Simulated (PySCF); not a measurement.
Species: CH3ClNO4S2 (charge -1).
Cartesian coordinates in Å at the GFN2-xTB level; atoms count from 1:
```
atom  x, y, z in Å
C1    -1.6709   -0.1317   -0.2575
S2    -0.3234    1.0681   -0.0405
O3    -0.7326    2.2712   -0.7248
O4    -0.0772    1.1867    1.3770
N5     0.9319    0.3984   -0.7618
S6     1.5928   -0.5492    0.2990
O7     2.6412   -0.0159    1.1095
O8     0.7190   -1.5280    0.8821
Cl9    2.6320   -1.6616   -1.0283
H10   -2.5494    0.2568    0.2407
H11   -1.8348   -0.2452   -1.3206
H12   -1.3274   -1.0503    0.1992
```

Level of theory: TDDFT PBE0/def2-SVPD, vertical, gas phase, core orbitals frozen in the response in PySCF.

Transition dipole moments from the ground state, in atomic units and in the frame of the coordinates above (overall signs are arbitrary), for the states with f of 0.002 or more among the lowest 7:

```tsv
state	E (eV)	μx	μy	μz
S1	5.444	-0.121	0.105	-0.004
S2	6.067	0.125	-0.050	0.090
S3	6.232	-0.143	-0.174	-0.037
S4	6.554	-0.028	-0.172	-0.033
S5	6.623	0.041	-0.038	0.204
S6	6.905	-0.531	0.367	0.343
S7	6.962	-0.213	-0.032	0.045
```

Problem. Work out the oscillator strengths.

Solution. f = (2/3) ΔE |μ|² with ΔE in hartree (27.2114 eV).

| state | \|μ\|² (au) | \|μ\| (D) | f |
| --- | --- | --- | --- |
| S1 | 0.026 | 0.41 | 0.003 |
| S2 | 0.026 | 0.41 | 0.004 |
| S3 | 0.052 | 0.58 | 0.008 |
| S4 | 0.031 | 0.45 | 0.005 |
| S5 | 0.045 | 0.54 | 0.007 |
| S6 | 0.535 | 1.86 | 0.090 |
| S7 | 0.048 | 0.56 | 0.008 |

Problem. Which bond between heavy atoms lies closest to the direction of the S6 transition dipole?

Solution. S2–N5, at 6° from it; next S6–Cl9 at 17°.

Problem. What peak molar absorption coefficient would the strongest computed level give as a lone Gaussian band 0.4 eV wide at half height?

Solution. ε(max) = 2.175×10⁸ f / FWHM, with the width in cm⁻¹. S6: 2.175×10⁸ × 0.0905 / 3226 ≈ 6100 L mol⁻¹ cm⁻¹.

No detachment energy is given for this anion; states above it aren't bound, and a finite basis only mimics them.

On one thread of an Arm Neoverse V2, on a shared host, this took 47 s and 0.99 GiB of memory at its peak.

One conformer stands for the species.
